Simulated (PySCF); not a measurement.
Structure with atom numbers: `[F:1]/[CH:2]=[C:3]1[CH:4]=[C:5]\1[CH2:6][CH2:7][F:8]` (H(Xn): hydrogen on atom n).

[PySCF 2.14.0 with density-fitted response routines: coordinates at the GFN2-xTB level; GIAO PBE0/pcSseg-1 shieldings; in vacuum; single conformer; averaged over atoms made equivalent by symmetry, fast rotation or ring inversion; non-relativistic Hamiltonian]

Scale: TMS for 13C (186.93 ppm) and 1H (31.72 ppm); CFCl3 for 19F (170.95 ppm) (reference shieldings calculated alike).

```
atoms  nucleus  count  δ (ppm)
   C6      13C      1        ?
H(C2)       1H      1        ?
   F1      19F      1   -199.3
H(C7)       1H      2     5.15
   C2      13C      1    126.7
   C4      13C      1    129.6
   F8      19F      1   -243.7
   C5      13C      1        ?
H(C4)       1H      1        ?
   C7      13C      1     84.0
H(C6)       1H      2     2.84
   C3      13C      1    105.7
```

Fill in the missing shifts.

## Answers


- C5: 140.9 ppm, fully substituted alkene carbon; as expected for a trigonal carbon in a double bond
- C6: 32.1 ppm, allylic sp3 CH2; saturated and bonded to C and H only
- H(C4): 8.05 ppm, hydrogen on an alkene CH
- H(C2): 6.92 ppm, hydrogen on an alkene CH; a vinylic proton, deshielded by the sp2 carbon and the C=C anisotropy

Shifts are as computed. Against solution values, carbons near 30 ppm lie about +3 ppm off and those near 130 ppm about +5 ppm. Of 1309 compounds with measured shifts, 239 miss one by over three times the rms of a fit or turn the order of signals round; such compounds aren't used in these exercises. Unscaled 19F shifts against computed CFCl3 carry errors that often reach 10 to 50 ppm.
